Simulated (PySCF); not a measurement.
ethylene glycol (C2H6O2), singlet, geometry from GFN2-xTB; DF-HF/cc-pVTZ in PySCF.

Here is a job for PySCF.
```python
from pyscf import gto, scf

mol = gto.M(
    atom='''
O     1.38480944   -0.51703396    0.01925038
C     0.63593471    0.66257732   -0.20411086
C    -0.80962484    0.23953553   -0.46911940
O    -1.37689539   -0.38967378    0.64803598
H     2.30086070   -0.28391734    0.19614369
H     0.67004895    1.31206457    0.68083693
H     1.02225299    1.21537918   -1.07037932
H    -1.42241621    1.11769774   -0.68142625
H    -0.82464553   -0.43123556   -1.33973580
H    -0.76727251   -1.08900366    0.91565150
''',
    basis='cc-pvtz',
    verbose=4,
    max_memory=1800,
)

mf = scf.RHF(mol)
mf = mf.density_fit(auxbasis='def2-universal-jkfit')
mf.kernel()
```

What the program printed (banner, timings and long lists left out):

```
PySCF version 2.14.0

[INPUT] verbose = 4
[INPUT] num. atoms = 10
[INPUT] num. electrons = 34
[INPUT] charge = 0
[INPUT] spin (= nelec alpha-beta = 2S) = 0
[INPUT] symmetry False subgroup None
[INPUT] Mole.unit = angstrom
[INPUT] Symbol           X                Y                Z      unit          X                Y                Z       unit  Magmom
[INPUT]  1 O      1.384809440000  -0.517033960000   0.019250380000 AA    2.616910576312  -0.977052581499   0.036377945994 Bohr   0.0
[INPUT]  2 C      0.635934710000   0.662577320000  -0.204110860000 AA    1.201742435005   1.252089671148  -0.385713624449 Bohr   0.0
[INPUT]  3 C     -0.809624840000   0.239535530000  -0.469119400000 AA   -1.529969211245   0.452656548803  -0.886507185720 Bohr   0.0
[INPUT]  4 O     -1.376895390000  -0.389673780000   0.648035980000 AA   -2.601955189276  -0.736376722124   1.224610521064 Bohr   0.0
[INPUT]  5 H      2.300860700000  -0.283917340000   0.196143690000 AA    4.347996573775  -0.536526014615   0.370657855162 Bohr   0.0
[INPUT]  6 H      0.670048950000   1.312064570000   0.680836930000 AA    1.266209005552   2.479442695045   1.286595333190 Bohr   0.0
[INPUT]  7 H      1.022252990000   1.215379180000  -1.070379320000 AA    1.931778181118   2.296733787698  -2.022723764198 Bohr   0.0
[INPUT]  8 H     -1.422416210000   1.117697740000  -0.681426250000 AA   -2.687977072042   2.112142618645  -1.287708986589 Bohr   0.0
[INPUT]  9 H     -0.824645530000  -0.431235560000  -1.339735800000 AA   -1.558354201547  -0.814917103573  -2.531733741275 Bohr   0.0
[INPUT] 10 H     -0.767272510000  -1.089003660000   0.915651500000 AA   -1.449934906808  -2.057918666049   1.730330560547 Bohr   0.0

nuclear repulsion = 133.379703580551
number of shells = 72
number of NR pGTOs = 264
number of NR cGTOs = 204
basis = cc-pvtz
ecp = {}

******** <class 'pyscf.df.df_jk.DFRHF'> ********
method = DFRHF
initial guess = minao
damping factor = 0
level_shift factor = 0
DIIS = <class 'pyscf.scf.diis.CDIIS'>
diis_start_cycle = 1
diis_space = 8
diis_damp = 0
SCF conv_tol = 1e-09
SCF conv_tol_grad = None
SCF max_cycles = 50
direct_scf = False
Set gradient conv threshold to 3.16228e-05
Initial guess from minao.
******** <class 'pyscf.df.df.DF'> ********
auxbasis = def2-universal-jkfit
init E= -229.470582968282
  HOMO = -0.323889648672262  LUMO = 0.0782936429023202  gap/eV = 10.94396
cycle= 1 E= -228.926613845292  delta_E= 0.544  |g|= 0.684  |ddm|= 1.94
  HOMO = -0.389795040784412  LUMO = 0.120426219487124  gap/eV = 13.88383
cycle= 2 E= -228.999598360351  delta_E= -0.073  |g|=  0.4  |ddm|= 0.523
  HOMO = -0.436867048138  LUMO = 0.129594626889558  gap/eV = 15.41421
cycle= 3 E= -229.025842848198  delta_E= -0.0262  |g|= 0.0573  |ddm|= 0.202
  HOMO = -0.432061543562677  LUMO = 0.13447320581626  gap/eV = 15.41620
cycle= 4 E= -229.026759537344  delta_E= -0.000917  |g|= 0.011  |ddm|= 0.0471
  HOMO = -0.434987972185139  LUMO = 0.133950412831814  gap/eV = 15.48160
cycle= 5 E= -229.026804247187  delta_E= -4.47e-05  |g|= 0.00293  |ddm|= 0.0152
  HOMO = -0.434427960798663  LUMO = 0.134005650165387  gap/eV = 15.46787
cycle= 6 E= -229.02680739119  delta_E= -3.14e-06  |g|= 0.000959  |ddm|= 0.00306
  HOMO = -0.434715786751296  LUMO = 0.134005108316886  gap/eV = 15.47568
cycle= 7 E= -229.026807802113  delta_E= -4.11e-07  |g|= 0.000228  |ddm|= 0.00152
  HOMO = -0.434741526956023  LUMO = 0.134005687817154  gap/eV = 15.47640
cycle= 8 E= -229.026807834211  delta_E= -3.21e-08  |g|= 3.93e-05  |ddm|= 0.000461
  HOMO = -0.434745405294073  LUMO = 0.134006572398329  gap/eV = 15.47653
cycle= 9 E= -229.026807834987  delta_E= -7.76e-10  |g|= 1.37e-05  |ddm|= 6.7e-05
  HOMO = -0.434743695915291  LUMO = 0.134006033627253  gap/eV = 15.47647
Extra cycle  E= -229.026807835038  delta_E= -5.07e-11  |g|= 7.98e-06  |ddm|= 1.68e-05
converged SCF energy = -229.026807835038
```
